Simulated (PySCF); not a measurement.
# Ionising CdIn

PBE0; Cd def2-SVP with ECP28, In def2-SVP with ECP28; scalar-relativistic core potentials (PySCF 2.14). Neutral (UKS): doublet (π ↑), Re = 3.054 Å, ωe = 81.4 cm⁻¹, De = 0.28 eV, HOMO -3.65 eV, LUMO -2.11 eV.

CdIn⁺ (UKS): singlet (closed shell), Re = 3.233 Å, ωe = 80.9 cm⁻¹, De = 0.59 eV to Cd + In⁺. The energies at the minima are -357.85381 hartree for CdIn and -357.65891 for CdIn⁺.

Question: Work out the adiabatic ionisation energy, without and with harmonic zero-point energies (1 hartree = 27.2114 eV, 1 eV = 8065.5 cm⁻¹), and the change of the bond length.

Answer: At PBE0: 0.19490 hartree = 5.303 eV between the minima; the zero-point term (80.9 − 81.4)/2 cm⁻¹ = -0.000 eV makes it 5.303 eV. Re changes by +17.9 pm against the neutral. The electron leaves a π orbital, and the longer bond of the ion fits a bonding orbital, or a change in how ionic the bond is.

Closed-shell solutions of metal pairs were not tested for spin polarisation, which can lower them a little. Weak bonds: CdIn. Basis-set superposition, not corrected here, can be much of De in a small basis, most of all at correlated wavefunction levels. Spin–orbit coupling is left out, which matters for elements this heavy, above all for dissociation energies. For an ion De counts to the pair picked by the measured ionisation energies or electron affinities, which need not be the lowest pair at this level. States were picked by a PBE0 search and need not be the measured ground states.
